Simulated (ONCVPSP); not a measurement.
**Potentials for As (Z = 33) compared**

Generated with ld1.x 7.5 (TM, RRKJ, ultrasoft, PAW), atompaw 4.2 or ONCVPSP 4.0.1. The cutoff is in Ry: for ld1.x and atompaw files where the sum of valence levels is converged to 10 mRy in a Bessel basis, for ONCV files where the hardest occupied wave has 1 mHa per electron of residual kinetic energy. The error is the largest all-electron minus pseudo excitation energy over each file’s own four to seven test configurations (ionisations up to +4, promotions, holes and added fractions of an electron), all of which were solved. The labels leave out finer settings (local radius, basis sizes, second energies), which also bear on the numbers. Spin-polarised tests are not counted. The rows are a selection from randomly drawn settings: files with unsolved tests, undetermined cutoffs or missed reference levels are left out.

A true bound ghost makes a file unfit for plane-wave use even where its test errors are small: the radial tests pick states by their node count and pass the ghost by.

```tsv
potential	cutoff (Ry)	largest error (meV)	bound ghosts
ONCV, PBE, scalar-relativistic, rc 1.45/1.80/0.70 (spd), local d, core correction yes, reference 3d10 4s2 4p3, qcut 3.7/4.2/26.3, projectors 2/2/0	454	-19	s, p
ONCV, LDA (Perdew-Wang 92), non-relativistic, rc 1.25/1.80/1.55 (spd), local smoothed, core correction no, reference 4s2 4p1, qcut 6.4/4.7/6.9, projectors 2/2/1	42	+32	s
ONCV, PBE, scalar-relativistic, rc 1.50/1.70 (sp), local smoothed, core correction yes, reference 4s2 4p1, qcut 4.9/5.6, projectors 2/1	21	-23	none
ONCV, PBE, scalar-relativistic, rc 1.50/1.50 (sp), local smoothed, core correction yes, reference 4s2 4p3, qcut 4.5/6.5, projectors 2/1	20	-148	none
```

(1) Fill in the row for As: ONCV, PBE, scalar-relativistic, rc 0.90/0.85/1.25 (spd), local smoothed, core correction yes, reference 3s2 3p6 3d10 4s2 4p2, qcut 10.7/19.4/10.9, projectors 2/2/2.

Answers

(1) cutoff 264 Ry, largest error +373 meV, bound ghosts: none.
